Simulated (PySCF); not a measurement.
Computed IR spectrum (relative IR intensity) of a molecule C₃H₇O, multiplicity 2. Geometry: PBE-D3(BJ)/def2-SVP. Other conformers were not sampled. These are PBE-D3(BJ)/def2-SVP in PySCF values and carry that method's errors. Harmonic, unscaled wavenumbers; measured fundamentals usually lie a few per cent lower.

Lines under 2 % of the strongest are left out, and lines within 2 cm⁻¹ are merged.

```tsv
ν (cm⁻¹)	relative intensity
233	2.9
347	2.4
408	5.2
442	22
841	78
872	22
964	12
1013	59
1088	54
1124	32
1204	89
1302	7.9
1327	8.0
1396	14
1401	14
1413	38
1421	35
2687	89
2972	86
2977	42
3066	6.7
3070	100
3087	85
```

Q: Identify the compound among the candidates.
A. C[C](C)O
B. [CH2]C(C)O
C. [CH2]OCC
D. CC(C)[O]

A: D, CC(C)[O]
